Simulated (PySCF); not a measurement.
## Excited states of Si²⁺ (silicon, charge +2)

Ground state [Ne] 3s2, ¹S. Calculation: PySCF 2.14, in aug-cc-pCVTZ-DK with one added diffuse shell each of s, p, d, f type (9s8p6d4f, 91 functions); the spin-free X2C one-electron Hamiltonian (Gaussian nucleus). Vertical excitation energies in eV without spin-orbit coupling; excited terms of each kind are numbered among those the solver found. Frozen: nothing.

| term | leading excitation | EOM-EE-CCSD |
| --- | --- | --- |
| 1 3P° | 3s → p | 6.545 |
| 1 1P° | 3s → p | 10.347 |
| 1 3D | 3s → d | 17.821 |
| 1 3S | 3s → s | 18.956 |
| 1 1S | 3s → s | 19.617 |
| 1 1D | 3s → d | 20.909 |
| 2 3P° | 3s → p | 21.760 |
| 2 1P° | 3s → p | 21.943 |
| 2 3D | 3s → d | 25.034 |
| 1 1F° | 3s → f | 25.440 |
| 2 1D | 3s → d | 25.443 |
| 1 3F° | 3s → f | 26.242 |

Doubly excited terms such as np² are absent. The solver can miss terms. Rydberg members are limited by the diffuse functions of the basis.
